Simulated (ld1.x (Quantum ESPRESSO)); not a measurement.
**Transferability test, TM potential for P (Z = 15)**

| Quantity | Value |
| --- | --- |
| Element | P |
| Generator | ld1.x (Quantum ESPRESSO) 7.5 |
| Type | norm-conserving Troullier–Martins (Kleinman–Bylander form) |
| Functional | PBE |
| Relativity | scalar-relativistic |
| Frozen core | [Ne] |
| Valence charge | 5 |
| Reference configuration | 3s1.75 3p3.25 |
| Partial waves | 3s (bound): rc 1.65 bohr; 3p (bound): rc 1.50 bohr; 3d channel at -0.15 Ry: rc 1.55 bohr |
| Local potential | all-electron potential smoothed inside 1.30 bohr (lloc = -1) |
| Core correction | none |

Energies are relative to the spin-unpolarised reference configuration 3s1.75 3p3.25; without spin polarisation the order of configurations can differ from experiment.

**Question.** Give the all-electron excitation energy and the error of the potential for: 3s2 3p3; 3s2 3p2; 3s2 3p1; 3s2 3p2.5; 3s2 3p0; 3s2 3p3.3; 3s1 3p3.

**Answer.**

```json
{"valence configuration": "3s2 3p3", "charge": "0", "ΔE all-electron (eV)": "-2.120", "error AE − PS (meV)": "+0.2"}
{"valence configuration": "3s2 3p2", "charge": "+1", "ΔE all-electron (eV)": "7.609", "error AE − PS (meV)": "+1.6"}
{"valence configuration": "3s2 3p1", "charge": "+2", "ΔE all-electron (eV)": "26.756", "error AE − PS (meV)": "+17"}
{"valence configuration": "3s2 3p2.5", "charge": "+0.5", "ΔE all-electron (eV)": "1.655", "error AE − PS (meV)": "+0.1"}
{"valence configuration": "3s2 3p0", "charge": "+3", "ΔE all-electron (eV)": "56.495", "error AE − PS (meV)": "+70"}
{"valence configuration": "3s2 3p3.3", "charge": "-0.3", "ΔE all-electron (eV)": "-3.427", "error AE − PS (meV)": "+0.5"}
{"valence configuration": "3s1 3p3", "charge": "+1", "ΔE all-electron (eV)": "16.730", "error AE − PS (meV)": "+6.0"}
```
